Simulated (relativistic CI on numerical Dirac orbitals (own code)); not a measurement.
## What each ingredient does to the levels of Pm XXV

Base calculation: Dirac-Coulomb-Breit CI, separate exchange-only KLI orbitals for each configuration, model QED (radiative potential, 1s self-energy scaled to tabulated hydrogen-like ionisation energies), unscaled Slater integrals.

CI space (outside the closed core [Ar] 3d10): 4s2 4p6 4d, 4s2 4p5 4d2, 4s2 4p6 4f, 4s 4p6 4d2, 4s2 4p5 4d 4f, 4s 4p6 4d 4f, 4s2 4p6 5s, 4s2 4p6 5p, 4s2 4p6 5d, 4s2 4p5 4d 5s, 4p6 4d3, 4p5 4d4, 4p5 4d3 4f. Double excitations out of closed p, d and f shells are left out; levels of such configurations are missing from the list, as are those of other unlisted configurations, and high levels can miss mixing partners. These lack a partner that the ground configuration has and come out too high: 4s2 4p5 4d 5s.

The lowest level and the first level of each name with at least 55 % of one term (blank where a level has no safe partner in the second run):

| Level | Base (cm⁻¹) | Shift (cm⁻¹) |
| --- | --- | --- |
| 4s2 4p6 4d 2D_3/2 | 0 | 0 |
| 4s2 4p6 4d 2D_5/2 | 50110 | -137 |
| 4s2 4p5 4d2 4D°_1/2 | 843431 | +528 |
| 4s2 4p5 4d2 4D°_3/2 | 848083 | +536 |
| 4s2 4p5 4d2 4D°_7/2 | 902806 | +409 |
| 4s2 4p5 4d2 4G°_9/2 | 905290 | +425 |
| 4s2 4p5 4d2 4G°_11/2 | 921588 | +386 |
| 4s2 4p5 4d2 4F°_9/2 | 966909 | +358 |
| 4s2 4p5 4d2 2H°_11/2 | 969796 | +339 |
| 4s2 4p5 4d2 2G°_9/2 | 1003166 | +351 |
| 4s2 4p5 4d2 2P°_1/2 | 1004668 | +284 |
| 4s2 4p5 4d2 2P°_3/2 | 1071569 | +288 |
| 4s2 4p6 4f 2F°_7/2 | 1142322 | -13 |
| 4s 4p6 4d2 4F_3/2 | 1686114 | +3842 |
| 4s 4p6 4d2 4F_5/2 | 1704935 | +3820 |
| 4s 4p6 4d2 4F_7/2 | 1735155 | +3745 |
| 4s 4p6 4d2 4P_1/2 | 1738253 | +3760 |
| 4s 4p6 4d2 4P_3/2 | 1758813 | +3698 |
| 4s 4p6 4d2 4P_5/2 | 1762352 | +3733 |
| 4s 4p6 4d2 4F_9/2 | 1763212 | +3704 |
| 4s 4p6 4d2 2D_3/2 | 1811048 | +3707 |
| 4s 4p6 4d2 2G_7/2 | 1823024 | +3791 |

At this charge energies of transitions that change n are usually good to better than 1 %, and those within a shell (Δn = 0) to a few per cent.

**Question.** One thing was changed in a second run, which moved the levels as shown. Which?
A. QED terms removed
B. configuration mixing switched off
C. Breit term removed
D. P86 correlation estimate

**Answer.** A. QED terms removed. QED shifts follow the density of s (and p1/2) electrons at the nucleus, so configurations move by their count of such electrons; where none moves, the smaller shifts of p3/2 electrons and of j = l + 1/2 against j = l − 1/2 set the pattern.

LS names give the leading component of a level, which can be under half, so a name can repeat, a term be missing and a line seem to break the LS rules.
